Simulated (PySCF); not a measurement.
PySCF job for Mg(NH2)(SiH3) (H5MgNSi), SMILES [NH2][Mg][SiH3], ωB97X-D3(BJ)/def2-TZVP. The structure is a stationary point at ωB97X-D3(BJ)/def2-TZVP. Other conformers were not sampled.

```python
import numpy as np
from pyscf import gto, scf, dft, df
from pyscf.hessian import thermo

mol = gto.M(
    atom='''
    Mg   -0.07212993    0.56927209   -0.41055572
    N    -0.26863054    2.09019029   -1.51803755
    H    -0.52508082    3.02123476   -1.22198208
    H    -0.13676427    2.12664917   -2.51881430
    Si    0.18999821   -1.48227229    1.07520172
    H     0.30673535   -2.75014899    0.29653747
    H    -0.96214543   -1.68198933    2.00232264
    H     1.40325316   -1.42653061    1.94204385
    ''',
    basis='def2-TZVP',
    charge=0,
    spin=0,
    max_memory=1600,
    verbose=3,
)
mf = dft.RKS(mol, xc='wb97x-d3bj').density_fit(auxbasis='def2-universal-jkfit')
mf.grids.level = 3
mf.conv_tol = 1e-11
mf.max_cycle = 100
mf.kernel()

# [left out here: the lines that compute and print the analytic Hessian (its translational invariance restored by hand, since the grid's response is missing), thermochemistry and intensities]
```

Program output:

```
converged SCF energy = -547.443268134122

WARN: DFTD3 does not support analytical Hessian, using finite difference


WARN: Mole.unit (angstrom) is changed to Bohr

Mode                                 0                   1                   2
Irrep
Freq [cm^-1]                        3.7837            101.4640            109.9078
Reduced mass [au]                   1.0083              3.8027              4.9462
Force const [Dyne/A]                0.0000              0.0231              0.0352
Char temp [K]                       5.4439            145.9840            158.1329
Normal mode                   x     y     z       x     y     z       x     y     z
       0  Mg                -0.00  0.00  0.00   -0.04  0.08  0.12   -0.15 -0.03 -0.02
       1   N                 0.00 -0.00 -0.00    0.03 -0.06 -0.09    0.12  0.03  0.02
       2   H                 0.62  0.14  0.08    0.03 -0.01 -0.27    0.18  0.04  0.02
       3   H                -0.61 -0.14 -0.09    0.08 -0.24 -0.09    0.20  0.05  0.03
       4  Si                 0.00 -0.00 -0.00    0.01 -0.02 -0.03    0.04  0.01  0.01
       5   H                 0.25  0.03 -0.01    0.01  0.07 -0.18    0.11 -0.00  0.04
       6   H                -0.11 -0.15 -0.17    0.04 -0.15 -0.03    0.13 -0.08  0.10
       7   H                -0.13  0.12  0.17    0.04 -0.11 -0.06    0.10  0.15 -0.09
Mode                                 3                   4                   5
Irrep
Freq [cm^-1]                      319.3586            351.6194            386.9733
Reduced mass [au]                   7.7721              1.2316              1.1425
Force const [Dyne/A]                0.4670              0.0897              0.1008
Char temp [K]                     459.4859            505.9021            556.7685
Normal mode                   x     y     z       x     y     z       x     y     z
       0  Mg                -0.01  0.07 -0.05   -0.02 -0.00 -0.00    0.01 -0.02 -0.03
       1   N                -0.01  0.10 -0.07    0.11  0.03  0.02    0.00 -0.01 -0.01
       2   H                -0.01  0.10 -0.08   -0.60 -0.14 -0.08   -0.01 -0.06  0.14
       3   H                -0.01  0.10 -0.08   -0.60 -0.14 -0.08   -0.03  0.15 -0.01
       4  Si                 0.01 -0.11  0.08    0.01  0.00  0.00   -0.01  0.03  0.05
       5   H                 0.01 -0.11  0.08   -0.04  0.01 -0.01   -0.00  0.38 -0.55
       6   H                 0.02 -0.11  0.08   -0.04  0.04 -0.04    0.08 -0.49  0.03
       7   H                 0.01 -0.10  0.08   -0.02 -0.07  0.04    0.11 -0.32 -0.10
Mode                                 6                   7                   8
Irrep
Freq [cm^-1]                      397.6704            516.6020            718.9492
Reduced mass [au]                   1.1690              1.2465              7.5988
Force const [Dyne/A]                0.1089              0.1960              2.3142
Char temp [K]                     572.1592            743.2753           1034.4079
Normal mode                   x     y     z       x     y     z       x     y     z
       0  Mg                 0.04  0.01  0.01   -0.01  0.02  0.04   -0.01  0.11 -0.08
       1   N                 0.00  0.00  0.00    0.02 -0.06 -0.08    0.02 -0.14  0.10
       2   H                -0.11 -0.02 -0.01   -0.02 -0.26  0.56    0.02 -0.15  0.11
       3   H                -0.10 -0.02 -0.01   -0.13  0.60 -0.07    0.02 -0.15  0.11
       4  Si                -0.06 -0.01 -0.01    0.00 -0.01 -0.01    0.00 -0.01  0.01
       5   H                 0.29 -0.05  0.10   -0.00 -0.07  0.09    0.01 -0.04  0.05
       6   H                 0.29 -0.32  0.34   -0.01  0.09 -0.00    0.02 -0.05  0.03
       7   H                 0.17  0.54 -0.34   -0.02  0.06  0.02   -0.01 -0.06  0.03
Mode                                 9                  10                  11
Irrep
Freq [cm^-1]                      882.1967            962.5319            963.0344
Reduced mass [au]                   1.1103              1.0309              1.0309
Force const [Dyne/A]                0.5091              0.5627              0.5633
Char temp [K]                    1269.2847           1384.8691           1385.5921
Normal mode                   x     y     z       x     y     z       x     y     z
       0  Mg                 0.00 -0.01  0.01    0.00  0.00  0.00   -0.00  0.00  0.00
       1   N                -0.00  0.01 -0.01   -0.00 -0.00 -0.00    0.00 -0.00 -0.00
       2   H                -0.00  0.01 -0.01   -0.00 -0.00  0.00   -0.00 -0.00  0.00
       3   H                -0.00  0.01 -0.01   -0.00 -0.00 -0.00   -0.00  0.00 -0.00
       4  Si                -0.01  0.05 -0.03    0.03  0.01  0.00   -0.01  0.02  0.02
       5   H                 0.04 -0.28  0.47   -0.70 -0.11  0.08    0.17 -0.15  0.30
       6   H                 0.24 -0.45  0.20   -0.10 -0.48 -0.25   -0.36 -0.11 -0.45
       7   H                -0.13 -0.49  0.21   -0.03  0.40  0.04    0.40 -0.21 -0.53
Mode                                12                  13                  14
Irrep
Freq [cm^-1]                     1571.7589           2196.9991           2199.4739
Reduced mass [au]                   1.0945              1.0238              1.0476
Force const [Dyne/A]                1.5931              2.9116              2.9859
Char temp [K]                    2261.4112           3160.9925           3164.5532
Normal mode                   x     y     z       x     y     z       x     y     z
       0  Mg                 0.00 -0.00  0.00   -0.00  0.00 -0.00    0.00 -0.00 -0.00
       1   N                -0.01  0.06 -0.05    0.00 -0.00  0.00   -0.00  0.00  0.00
       2   H                -0.04 -0.20  0.64   -0.00 -0.00  0.00    0.00  0.00 -0.00
       3   H                 0.15 -0.66 -0.02    0.00 -0.00  0.00   -0.00  0.00  0.00
       4  Si                -0.00  0.00 -0.00    0.00 -0.02  0.00    0.01 -0.01 -0.03
       5   H                -0.00  0.00 -0.00   -0.06  0.64  0.41   -0.04  0.51  0.30
       6   H                -0.00  0.00 -0.00    0.38  0.05 -0.30   -0.55 -0.10  0.44
       7   H                 0.00  0.00 -0.00   -0.32 -0.03 -0.22    0.25  0.01  0.17
Mode                                15                  16                  17
Irrep
Freq [cm^-1]                     2200.5064           3585.0233           3659.2369
Reduced mass [au]                   1.0488              1.0514              1.0908
Force const [Dyne/A]                2.9922              7.9618              8.6054
Char temp [K]                    3166.0388           5158.0503           5264.8271
Normal mode                   x     y     z       x     y     z       x     y     z
       0  Mg                -0.00 -0.00 -0.00    0.00 -0.00  0.00   -0.00  0.00  0.00
       1   N                 0.00  0.00 -0.00   -0.01  0.05 -0.03   -0.02  0.04  0.06
       2   H                -0.00  0.00 -0.00    0.18 -0.62 -0.23    0.17 -0.63 -0.19
       3   H                 0.00  0.00  0.00   -0.10  0.01  0.68    0.09  0.03 -0.67
       4  Si                -0.04 -0.01 -0.01    0.00 -0.00  0.00   -0.00  0.00  0.00
       5   H                -0.02  0.11  0.07   -0.00  0.00 -0.00   -0.00  0.00 -0.00
       6   H                 0.35  0.06 -0.30    0.00  0.00 -0.00   -0.00 -0.00  0.00
       7   H                 0.68  0.03  0.50   -0.00  0.00 -0.00    0.00 -0.00  0.00
temperature 298.1500 [K]
pressure 101325.00 [Pa]
Rotational constants [GHz] 71.84165 2.07968 2.06840
Symmetry number 1
Zero-point energy (ZPE) 0.04813 [Eh]   126368.061 [J/mol]
                           tot       elec      trans        rot        vib
Entropy [J/mol/K]       357.925      0.000    161.985    102.327     93.613
Cv [J/mol/K]             89.811      0.000     12.472     12.472     64.867
Cp [J/mol/K]             98.125      0.000     20.786     12.472     64.867
Internal energy [J/mol]                      3718.434   3718.434 137494.027
Internal energy [Eh]   -547.38807  -547.44327
Enthalpy [J/mol]                             6197.391   3718.434 137494.027
Enthalpy [Eh]          -547.38712
Gibbs free energy [J/mol]                  -42098.488 -26790.328 109583.446
Gibbs free energy [Eh] -547.42777
mode   freq/cm-1   IR/(km/mol)
   1        3.78         0.015
   2      101.46        21.787
   3      109.91        26.396
   4      319.36         0.950
   5      351.62       152.642
   6      386.97         0.388
   7      397.67         1.005
   8      516.60        62.326
   9      718.95       146.873
  10      882.20       232.353
  11      962.53        47.209
  12      963.03        49.802
  13     1571.76        23.207
  14     2197.00       100.073
  15     2199.47       125.313
  16     2200.51       125.466
  17     3585.02         0.758
  18     3659.24         5.697
max |gradient| / (hartree/bohr): 8.37531136037127e-05
APT charges: [ 0.951  -0.8491  0.1164  0.1163  0.4257 -0.2531 -0.2534 -0.2536]
```

Self-consistency was reached.

Cost: around 2.1 core-minutes (rough).
